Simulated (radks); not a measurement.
The numbers below are computed, except where a source is named.
Q: Cl+, 16 electrons, occupied as [Ne] 3s2 3p4. Level of theory: scalar-relativistic Kohn-Sham, LDA (Slater exchange, VWN5 correlation), spin-polarised, spherical densities, point nucleus; open shells are filled with parallel spins first (a radial shooting solver on a logarithmic mesh with Libxc functionals). Some entries of the table are withheld. Estimate them.

orbital  occ.  eigenvalue (eV)  <r^2> (bohr^2)
1s up       1        -2755.040         0.01119
1s down     1        -2754.637         0.01119
2s up       1        -264.5969          0.2365
2s down     1        -264.1599          0.2360
2p up       3        -204.5830          0.2073
2p down     3        -204.0413          0.2068
3s up       1         -32.9200           2.550
3s down     1         -30.8708           2.600
3p up       3         -20.3019           3.375
3p down     1         -18.4165           3.539
4s up       0          -5.7234             (1)
4s down     0          -5.3906             (2)
3d up       0          -4.5014           11.11
3d down     0          -3.5464           15.87
4p up       0          -3.5161           36.15
4p down     0          -3.3299           39.50

A: 
(1) 4s up <r^2> (bohr^2): 21.71
(2) 4s down <r^2> (bohr^2): 23.41
